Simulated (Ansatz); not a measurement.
Reaction (ligand exchange at the Si–O bond): `[CH3][Ga]([CH3])[O][SiH3]` + `NC(O)O` → `NC(O)O[SiH3]` + `[CH3][Ga]([CH3])[OH]`

Calculated with Ansatz (gas phase, PBE0-D4/def2-TZVP geometries, no zero-point term in ΔE). CBS: MP2 limit from def2 TZ/QZ plus the TZ coupled-cluster correction, frozen cores. For Ga outer-core shells are correlated without core-valence functions, which leaves a few kJ/mol of doubt a bond. Scalar relativity is left out up to krypton. One conformer a species, not always the lowest.

```csv
species,CCSD(T)/CBS(def2) energy (Eh)
`[CH3][Ga]([CH3])[O][SiH3]`,-2369.80231
`NC(O)O`,-246.11135
`NC(O)O[SiH3]`,-536.42261
`[CH3][Ga]([CH3])[OH]`,-2079.48242
```

(1) Work out ΔE.

Largest T1 diagnostic among the species: 0.013.

## Answers

(1) ΔE = (-536.42261) + (-2079.48242) − (-2369.80231) − (-246.11135) = 0.00863 Eh = +22.7 kJ/mol.

From PBE to PBE0 (25 % exact exchange), in def2-TZVPP and without D4, ΔE moves by +3.1 kJ/mol. In def2-TZVPP, CCSD(T) changes the Hartree–Fock value by −5.7 kJ/mol (the triples alone add −1.0 kJ/mol) and MP2 by −6.3 kJ/mol.
